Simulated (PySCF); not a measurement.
(E)-1-chloro-3,3-difluoroprop-1-ene (C₃H₃ClF₂), SMILES FC(F)/C=C/Cl.

Geometry: B3LYP-D3(BJ)/def2-SVP. One conformer was computed; it need not be the lowest.

Two levels are set side by side: TDDFT-PBE/def2-SVPD (PySCF) and TDDFT-B3LYP/def2-SVPD (PySCF). Vertical, same geometry. The lowest singlet is HOMO−1→LUMO 97 % with PBE and HOMO→LUMO 88 % with the other functional; states are paired by order. Differences are taken from unrounded values.

```
quantity                               TDDFT-B3LYP  TDDFT-PBE  TDDFT-PBE minus TDDFT-B3LYP
-------------------------------------  -----------  ---------  ---------------------------
lowest singlet excitation (eV)                6.44       5.93                        -0.51
lowest triplet excitation (TDA) (eV)          4.09       4.09                        -0.01
first bright state (f over 0.05) (eV)         6.44       6.12                        -0.32
its oscillator strength                       0.31       0.27                        -0.04
```

Functionals without exact exchange tend to place singlet excitations lower, as here. Differences between two approximate levels are no errors against the true value.

Rough cost on one machine, each run with all the roots and properties that it gave: TDDFT-B3LYP against TDDFT-PBE about 4 times.
